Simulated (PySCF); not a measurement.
CH6MgSi. Atoms are numbered in the order given.

```xyz
9

Mg     0.0000     0.0000    -0.6758
C      0.0000     0.0000    -2.7731
H     -0.8817     0.5227    -3.1852
H     -0.0118    -1.0249    -3.1852
H      0.8935     0.5023    -3.1852
Si     0.0000     0.0000     1.9138
H      0.2985    -1.3485     2.5036
H     -1.3170     0.4157     2.5036
H      1.0185     0.9327     2.5036
```

The structure is a stationary point at B3LYP-D3(BJ)/def2-SVP.

Computed with ωB97X/def2-TZVPD run with PySCF.

Estimate the frontier levels, gap, dipole moment and polarisability. (The exact figures need the calculation; the answer reports its results.)


```yaml
highest_occupied_level: -8.75 eV
lowest_empty_level: 0.74 eV
orbital_gap: 9.49 eV
dipole_moment: 1.07 D
quadrupole, principal values (traceless, Buckingham form, about the centre of nuclear charge): -14.82, 7.41, 7.41 D·Å
mean_static_polarisability: 79.6 bohr³ (11.79 Å³)
polarisability_principal_values: 67.1, 67.1, 104.6 bohr³
```
